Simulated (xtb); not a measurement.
C7H8, charge -1, doublet, geometry from GFN2-xTB (a state made from the parent by changing its charge; the spin is typed, not shown lowest); GFN2-xTB (xtb).

xtb was given this input:
```
$ xtb mol.xyz --gfn 2 --chrg -1 --uhf 1 --ohess --json

# file mol.xyz
15

C     -2.41615025    -0.09423761    -0.00084847
C     -0.90462916    -0.03208013     0.01248811
C     -0.18097146    -1.20077251     0.17651586
C      1.27323905    -1.14762615     0.16375845
C      1.89363258     0.07121865    -0.01076607
C      1.18091207     1.24199321    -0.17367270
C     -0.27325447     1.18543425    -0.16052647
H     -2.85140215     0.85506076     0.31761786
H     -2.78313519    -0.88166934     0.66088217
H     -2.78714768    -0.30896622    -1.00851697
H     -0.68088180    -2.15518212     0.31436607
H      1.84419607    -2.06290847     0.29119789
H      2.98647873     0.11212851    -0.02001269
H      1.67974013     2.19709992    -0.31030067
H     -0.84451843     2.10085878    -0.28692584
```

Problem. What does xtb print? Leave out banner, timings and long lists.

Solution. 
```
   ID    Z sym.   atoms
    1    6 C      1-7
    2    1 H      8-15

           -------------------------------------------------
          |                Calculation Setup                |
           -------------------------------------------------

           -------------------------------------------------
          |                 G F N 2 - x T B                 |
           -------------------------------------------------

          ...................................................
          :                      SETUP                      :
          :.................................................:
          :  # basis functions                  36          :
          :  # atomic orbitals                  36          :
          :  # shells                           22          :
          :  # electrons                        37          :
          :  max. iterations                   250          :
          :  Hamiltonian                  GFN2-xTB          :
          :  restarted?                      false          :
          :  GBSA solvation                  false          :
          :  PC potential                    false          :
          :  electronic temp.          300.0000000     K    :
          :  accuracy                    1.0000000          :
          :  -> integral cutoff          0.2500000E+02      :
          :  -> integral neglect         0.1000000E-07      :
          :  -> SCF convergence          0.1000000E-05 Eh   :
          :  -> wf. convergence          0.1000000E-03 e    :
          :  Broyden damping             0.4000000          :
          :  net charge                         -1          :
          :  unpaired electrons                  1          :
          ...................................................

 iter      E             dE          RMSdq      gap      omega  full diag
   1    -19.4456314 -0.194456E+02  0.355E+00    0.76       0.0  T
   2    -19.4877626 -0.421313E-01  0.189E+00    0.16       1.0  T
   3    -19.4899494 -0.218673E-02  0.110E+00    0.50       1.0  T
   4    -19.4928446 -0.289518E-02  0.313E-01    0.27       1.0  T
   5    -19.4932140 -0.369490E-03  0.647E-02    0.32       1.0  T
   6    -19.4932241 -0.100654E-04  0.362E-02    0.31       1.0  T
   7    -19.4932240  0.968378E-07  0.273E-02    0.31       1.0  T
   8    -19.4932242 -0.226047E-06  0.225E-02    0.31       1.1  T
   9    -19.4932285 -0.430987E-05  0.180E-03    0.31      14.4  T
  10    -19.4932286 -0.176231E-07  0.107E-03    0.31      24.1  T
  11    -19.4932286 -0.246113E-08  0.582E-04    0.31      44.3  T
  12    -19.4932286 -0.343420E-08  0.139E-04    0.31     186.2  T

   *** convergence criteria satisfied after 12 iterations ***

         :::::::::::::::::::::::::::::::::::::::::::::::::::::
         ::                     SUMMARY                     ::
         :::::::::::::::::::::::::::::::::::::::::::::::::::::
         :: total energy             -19.157251051130 Eh    ::
         :: gradient norm              0.000094755956 Eh/a0 ::
         :: HOMO-LUMO gap              0.314814155110 eV    ::
         ::.................................................::
         :: SCC energy               -19.493210459387 Eh    ::
         :: -> isotropic ES            0.111282708033 Eh    ::
         :: -> anisotropic ES          0.024418664775 Eh    ::
         :: -> anisotropic XC          0.010034994335 Eh    ::
         :: -> dispersion             -0.012445727138 Eh    ::
         :: repulsion energy           0.335959408257 Eh    ::
         :: add. restraining           0.000000000000 Eh    ::
         :: total charge              -1.000000000000 e     ::
         :::::::::::::::::::::::::::::::::::::::::::::::::::::

      -----------------------------------------------------------
     |                   =====================                   |
     |                        A N C O P T                        |
     |                   =====================                   |
     |               Approximate Normal Coordinate               |
     |                Rational Function Optimizer                |
      -----------------------------------------------------------
      -----------------------------------------------------------
     |                   =====================                   |
     |                        A N C O P T                        |
     |                   =====================                   |
     |               Approximate Normal Coordinate               |
     |                Rational Function Optimizer                |
      -----------------------------------------------------------

          ...................................................
          :                      SETUP                      :
          :.................................................:
          :   optimization level            normal          :
          :   max. optcycles                   200          :
          :   ANC micro-cycles                  20          :
          :   degrees of freedom                39          :
          :.................................................:
          :   RF solver                   davidson          :
          :   write xtbopt.log                true          :
          :   linear?                        false          :
          :   energy convergence         0.5000000E-05 Eh   :
          :   grad. convergence          0.1000000E-02 Eh/α :
          :   maxmium RF displ.          1.0000000          :
          :   Hlow (freq-cutoff)         0.1000000E-01      :
          :   Hmax (freq-cutoff)         5.0000000          :
          :   S6 in model hess.         20.0000000          :
          ...................................................

generating ANC from exact Hessian ...
Using Lindh-Hessian (1995)
 Shifting diagonal of input Hessian by    5.1705748245804931E-003
 Lowest  eigenvalues of input Hessian
[...]
 * total energy  :   -19.1572511 Eh     change       -0.2787814E-10 Eh
   *** GEOMETRY OPTIMIZATION CONVERGED AFTER 1 ITERATIONS ***
         :: total energy             -19.157251051158 Eh    ::
[...]
          |               Frequency Printout                |
           -------------------------------------------------
 projected vibrational frequencies (cm⁻¹)
eigval :       -0.00    -0.00    -0.00    -0.00    -0.00     0.00
eigval :      -32.47   171.92   255.33   331.64   420.65   493.67
eigval :      504.25   527.83   538.71   539.88   588.59   630.53
eigval :      794.33   798.14   878.02   961.58   963.86  1018.64
eigval :     1067.32  1076.16  1162.17  1199.88  1201.69  1282.55
eigval :     1343.00  1390.25  1465.52  1497.38  1499.87  1511.92
eigval :     1521.88  2892.28  2919.96  2948.60  2960.20  2962.02
Molecule has no symmetry elements
It seems to be the C1 point group
eigval :     2972.19  2973.62  2994.84
 reduced masses (amu)
   1: 10.02   2: 10.46   3:  9.92   4: 10.96   5: 10.60   6: 10.01   7:  1.34   8:  9.30
   9:  8.43  10:  8.41  11: 10.21  12: 10.83  13: 10.91  14:  3.50  15:  4.54  16: 11.08
  17:  1.92  18:  2.06  19: 10.35  20:  9.90  21:  2.90  22:  7.31  23: 10.82  24:  4.37
  25:  7.51  26:  5.06  27:  3.67  28:  4.47  29:  5.10  30:  3.35  31:  5.77  32:  3.20
  33:  8.96  34:  8.70  35:  9.24  36:  3.14  37:  4.06  38:  1.75  39:  1.83  40:  1.74
  41:  1.76  42:  1.88  43:  1.57  44:  1.66  45:  1.84
 IR intensities (km·mol⁻¹)
   1:  3.92   2:  6.49   3:  2.37   4: 10.89   5:  8.08   6:  2.61   7:  0.01   8:  6.94
   9:  0.01  10:  1.69  11:  8.68  12:  0.13  13:  0.78  14:  0.01  15:  0.11  16:  0.26
  17:  9.95  18:  0.07  19:  1.01  20:  0.22  21:  1.41  22: 20.48  23:  2.39  24:  8.65
  25:  0.52  26:  5.37  27:  5.95  28: 12.87  29: 17.71  30:  1.10  31:  6.15  32:  7.66
  33:  6.35  34:100.24  35:  1.90  36:  0.95  37: 43.56  38:239.99  39:116.61  40:  3.53
  41:247.17  42: 13.32  43:454.58  44:523.91  45:  8.66
 Raman intensities (Ä⁴*amu⁻¹)
   1:  0.00   2:  0.00   3:  0.00   4:  0.00   5:  0.00   6:  0.00   7:  0.00   8:  0.00
   9:  0.00  10:  0.00  11:  0.00  12:  0.00  13:  0.00  14:  0.00  15:  0.00  16:  0.00
  17:  0.00  18:  0.00  19:  0.00  20:  0.00  21:  0.00  22:  0.00  23:  0.00  24:  0.00
  25:  0.00  26:  0.00  27:  0.00  28:  0.00  29:  0.00  30:  0.00  31:  0.00  32:  0.00
  33:  0.00  34:  0.00  35:  0.00  36:  0.00  37:  0.00  38:  0.00  39:  0.00  40:  0.00
  41:  0.00  42:  0.00  43:  0.00  44:  0.00  45:  0.00
 output can be read by thermo (or use thermo option).
 writing <g98.out> molden fake output.
 recommended (thermochemical) frequency scaling factor: 1.0
           -------------------------------------------------
          |             Thermodynamic Functions             |
           -------------------------------------------------

c1  symmetry found (for desy threshold:  0.10E+00) used in thermo

          ...................................................
          :                      SETUP                      :
          :.................................................:
          :  # frequencies                          38      :
          :  # imaginary freq.                       1      :
          :  linear?                             false      :
          :  only rotor calc.                    false      :
          :  symmetry                               c1      :
          :  rotational number                       1      :
          :  scaling factor                  1.0000000      :
          :  rotor cutoff                   50.0000000 cm⁻¹ :
          :  imag. cutoff                  -20.0000000 cm⁻¹ :
          :.................................................:

    mode    ω/cm⁻¹     T·S(HO)/kcal·mol⁻¹    T·S(FR)/kcal·mol⁻¹   T·S(vib)
   ------------------------------------------------------------------------
       1    171.92    -0.71985 ( 99.29%)    -0.69054 (  0.71%)    -0.71964
       2    255.33    -0.50492 ( 99.85%)    -0.57342 (  0.15%)    -0.50502
   ------------------------------------------------------------------------

   temp. (K)  partition function   enthalpy   heat capacity  entropy
                                   cal/mol     cal/K/mol   cal/K/mol   J/K/mol
 298.15  VIB   6.90                 2267.991     19.769     11.446
         ROT  0.178E+06              888.752      2.981     27.002
         INT  0.123E+07             3156.743     22.750     38.448
         TR   0.856E+27             1481.254      4.968     39.456
         TOT                        4637.9969    27.7178    77.9036   325.9485

       T/K    H(0)-H(T)+PV         H(T)/Eh          T*S/Eh         G(T)/Eh
   ------------------------------------------------------------------------
    298.15    0.739112E-02    0.124172E+00    0.370145E-01    0.871574E-01
   ------------------------------------------------------------------------

         :::::::::::::::::::::::::::::::::::::::::::::::::::::
         ::                  THERMODYNAMIC                  ::
         :::::::::::::::::::::::::::::::::::::::::::::::::::::
         :: total free energy         -19.070093615675 Eh   ::
         ::.................................................::
         :: total energy              -19.157251051158 Eh   ::
         :: zero point energy           0.116780808824 Eh   ::
         :: G(RRHO) w/o ZPVE           -0.029623373341 Eh   ::
         :: G(RRHO) contrib.            0.087157435483 Eh   ::
         :::::::::::::::::::::::::::::::::::::::::::::::::::::
imag cut-off (cm-1) :    5.00
 found            1  significant imaginary frequency
 writing imag mode distorted coords to xtbhess.xyz
 for further optimization.

optimized geometry written to: xtbopt.xyz

           -------------------------------------------------
          | TOTAL ENERGY              -19.157251051158 Eh   |
          | TOTAL ENTHALPY            -19.033079123764 Eh   |
          | TOTAL FREE ENERGY         -19.070093615675 Eh   |
          | GRADIENT NORM               0.000094474078 Eh/α |
          | HOMO-LUMO GAP               0.314815925754 eV   |
           -------------------------------------------------

normal termination of xtb
```
